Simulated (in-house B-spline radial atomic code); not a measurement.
Whole-atom quantities along the 27-electron series, configuration [Ar] 3d9. Computed with a radial B-spline atomic code at the basis-set limit: non-relativistic Hartree-Fock, average of the configuration, point nuclei.

This level leaves out relativity, spin-orbit splitting included, which matters for heavy ions.

| ion | Z | E/Z² (Eh) | Σ<r²> (bohr²) | n(0)/Z³ (bohr⁻³) | Lamb diamagnetic shielding (ppm) | repulsion over attraction |
| --- | --- | --- | --- | --- | --- | --- |
| Ni+ | 28 | -1.9217 | 19.09 | 0.68015 | 2280.52 | 0.16239 |
| Cu2+ | 29 | -1.9478 | 15.027 | 0.68159 | 2387.47 | 0.16008 |
| Zn3+ | 30 | -1.9729 | 12.453 | 0.68298 | 2493.72 | 0.15742 |
| Ga4+ | 31 | -1.9969 | 10.619 | 0.68432 | 2599.55 | 0.15459 |
| Ge5+ | 32 | -2.02 | 9.2255 | 0.68561 | 2705.12 | 0.15169 |
| As6+ | 33 | -2.0421 | 8.124 | 0.68685 | 2810.49 | 0.14877 |
| Se7+ | 34 | -2.0633 | 7.2288 | 0.68804 | 2915.72 | 0.14586 |
| Br8+ | 35 | -2.0836 | 6.4865 | 0.68918 | 3020.84 | 0.14299 |
| Kr9+ | 36 | -2.103 | 5.8612 | 0.69028 | 3125.88 | 0.14017 |
| Rb10+ | 37 | -2.1217 | 5.3279 | 0.69133 | 3230.85 | 0.13741 |
| Sr11+ | 38 | -2.1396 | 4.8681 | 0.69235 | 3335.77 | 0.13473 |
| Zr13+ | 40 | -2.1733 | 4.1178 | 0.69427 | 3545.47 | 0.12957 |
| Nb14+ | 41 | -2.1891 | 3.8086 | 0.69517 | 3650.27 | 0.1271 |
| Mo15+ | 42 | -2.2044 | 3.5343 | 0.69604 | 3755.04 | 0.1247 |
| Tc16+ | 43 | -2.219 | 3.2894 | 0.69688 | 3859.79 | 0.12238 |
| Ru17+ | 44 | -2.2332 | 3.0699 | 0.69769 | 3964.52 | 0.12013 |
| Rh18+ | 45 | -2.2468 | 2.8723 | 0.69847 | 4069.22 | 0.11794 |
| Pd19+ | 46 | -2.2599 | 2.6936 | 0.69922 | 4173.92 | 0.11583 |
| Ag20+ | 47 | -2.2725 | 2.5315 | 0.69995 | 4278.6 | 0.11378 |
| Cd21+ | 48 | -2.2847 | 2.3839 | 0.70065 | 4383.26 | 0.1118 |
| In22+ | 49 | -2.2965 | 2.2491 | 0.70133 | 4487.92 | 0.10987 |
| Sn23+ | 50 | -2.3079 | 2.1256 | 0.70198 | 4592.57 | 0.10801 |
| Sb24+ | 51 | -2.3188 | 2.0122 | 0.70262 | 4697.2 | 0.1062 |

With what power of Z does the column «Σ<r²> (bohr²)» change over this range?

A fit of the logarithm of its size against log Z from Z = 28 to 51 has slope -3.54. Unscreened non-relativistic hydrogenic orbitals would give -2.
